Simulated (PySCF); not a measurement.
Isomers of C5H5F3O. Computed with TDDFT CAM-B3LYP/def2-SVPD, vertical, gas phase, core orbitals frozen in the response in PySCF 2.14.0, density-fitted response routines. Geometries: GFN2-xTB; one conformer of each isolated species. Triplets are in the Tamm–Dancoff approximation. 'Strongest' means the level of largest summed f among the lowest 8 singlets; it needn't be the same kind of state in each.

Task: Rank by computed HOMO energy, lowest first.
A. `C=C(O/C=C/F)C(F)F`
B. `FC[C@@H]1O[C@@H](F)C=C1F`
C. `FC(=C(F)F)[C@]1(CO1)C`
D. `CC(=O)/C(F)=C/C(F)F`

Result: D (-9.76 eV), B (-9.59 eV), C (-8.92 eV), A (-8.39 eV).

```csv
SMILES,HOMO (eV),first f ≥ 0.01 (nm),gap (eV),f (strongest),α (au),S1 mainly
CC(=O)/C(F)=C/C(F)F,-9.76,213,8.38,0.31,67.0,H→L (94%)
FC[C@@H]1O[C@@H](F)C=C1F,-9.59,169,10.19,0.30,62.2,H→L (85%)
C[C@]1(C(F)=C(F)F)CO1,-8.92,188,9.95,0.45,63.9,H→L (46%)
C=C(O/C=C/F)C(F)F,-8.39,210,8.66,0.35,69.6,H→L (97%)
```

H and L stand for HOMO and LUMO.

- `CC(=O)/C(F)=C/C(F)F`: Löwdin shares by element: HOMO oxygen 62%, carbon 30% or more; LUMO carbon 59% or more, oxygen 20% (atoms not listed hold the other 21%).
- `FC[C@@H]1O[C@@H](F)C=C1F`: Löwdin shares by element: HOMO carbon 69% or more, fluorine 11% or more (atoms not listed hold the other 20%); LUMO carbon 56% or more, fluorine 7% or more (atoms not listed hold the other 37%).
- `C[C@]1(C(F)=C(F)F)CO1`: Löwdin shares by element: HOMO carbon 54% or more, fluorine 21% or more (atoms not listed hold the other 24%); LUMO carbon 55% or more (atoms not listed hold the other 45%).
- `C=C(O/C=C/F)C(F)F`: Löwdin shares by element: HOMO carbon 52% or more, oxygen 23% (atoms not listed hold the other 26%); LUMO carbon 65% or more (atoms not listed hold the other 35%).
